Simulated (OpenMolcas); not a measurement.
Lines of As: computed and rescaled rates

```json
{
  "Program": "OpenMolcas 26.06",
  "Method": "SS-RASPT2, IPEA 0.25 Eh, imaginary shift 0.1 Eh (closed shells correlated: 3d)",
  "Basis": "ANO-RCC [9s8p6d4f2g]",
  "Scalar Hamiltonian": "DKH2, point nucleus",
  "Active space": "5 electrons in 9 orbitals (RAS2 4s 4p; RAS3 4d, at most 2 electrons)",
  "State averaging": "2S+1 = 4 odd, 1 root; 2S+1 = 2 odd, 8 roots; 2S+1 = 4 even, 3 roots; 2S+1 = 2 even, 5 roots kept (CI in the orbitals of an earlier block, 0 in the spin-orbit step)",
  "Spin-orbit coupling": "state interaction with AMFI integrals over the reference wave functions, term energies averaged over their components"
}
```

Rates come from the transition moments of the reference wave functions (E1 and E2 in the length form). At fixed line strength A goes as λ^-3 for E1 and M1 and as λ^-5 for E2, so a rate at the computed wavelength can be rescaled to the measured one. Measured vacuum wavelengths follow from level energies in NIST Handbook of Basic Atomic Spectroscopic Data. Branching counts decays inside the model space alone, at computed energies, and the table is only a selection of the E2 and M1 lines, drawn from those between levels with measured partners whose computed energy lies within a factor of 1.5 of the measured one.

```tsv
Upper	Lower	Type	λ computed (nm)	λ measured (nm)	A computed (s-1)	A rescaled (s-1)	Branching %
4s2 4p3 2D* 5/2	4s2 4p3 2D* 3/2	M1	44810	31040	1.17e-04	3.52e-04	3.7
4s2 4p3 2P* 1/2	4s2 4p3 2D* 5/2	E2	1304	1375	7.08e-02	5.43e-02	7.7
4s2 4p3 2P* 1/2	4s2 4p3 2D* 3/2	M1	1267	1317	2.40e-01		25.9
4s2 4p3 2P* 1/2	4s2 4p3 2D* 3/2	E2	1267	1317	1.20e-01	9.89e-02	13.0
4s2 4p3 2P* 3/2	4s2 4p3 2D* 5/2	M1	1259	1293	2.23e-01		11.1
4s2 4p3 2P* 3/2	4s2 4p3 2D* 5/2	E2	1259	1293	1.43e-01	1.25e-01	7.1
4s2 4p3 2P* 3/2	4s2 4p3 2D* 3/2	M1	1225	1241	4.26e-01		21.1
4s2 4p3 2P* 3/2	4s2 4p3 2D* 3/2	E2	1225	1241	6.41e-02	6.01e-02	3.2
4s2 4p3 2D* 3/2	4s2 4p3 4S* 3/2	M1	924.1	944	3.43e-02		96.5
4s2 4p3 2D* 3/2	4s2 4p3 4S* 3/2	E2	924.1	944	1.25e-03		3.5
4s2 4p3 2D* 5/2	4s2 4p3 4S* 3/2	E2	905.4	916.2	2.14e-03		68.0
4s2 4p3 2D* 5/2	4s2 4p3 4S* 3/2	M1	905.4	916.2	8.89e-04		28.3
4s2 4p3 2P* 1/2	4s2 4p3 4S* 3/2	M1	534.4	549.9	4.94e-01		53.3
4s2 4p3 2P* 3/2	4s2 4p3 4S* 3/2	M1	526.7	536.3	1.16e+00		57.5
```

Spin-changing lines and M1 lines between different terms are not rescaled, since their strength hangs on the term gaps too.

The largest correction is for 4s2 4p3 2D* 5/2 → 4s2 4p3 2D* 3/2 (M1): 1.17e-04 × (44810 / 31040)^3 = 3.52e-04 s-1, a factor of 3.01.

No measured rate stands beside these. Rescaling mends the energy factor alone: line strengths can still be far off where a level mixes with configurations outside the active space, and weak or spin-changing lines hang on small mixing coefficients that depend on the term gaps too, so rescaling need not improve them.

Some high roots are left out of the spin-orbit mixing, which shifts the levels that they would mix with. Active for correlation alone: 4d; no level in the range computed is led by a configuration that fills it, so any true level of that kind is missing. Computed and measured levels are paired by configuration, term and J; levels that our copy of the source lacks, or whose pairing is in doubt (as where it misses far off the trend of its configuration), stay unpaired. Levels of configurations outside the active space are missing.

* marks odd parity.
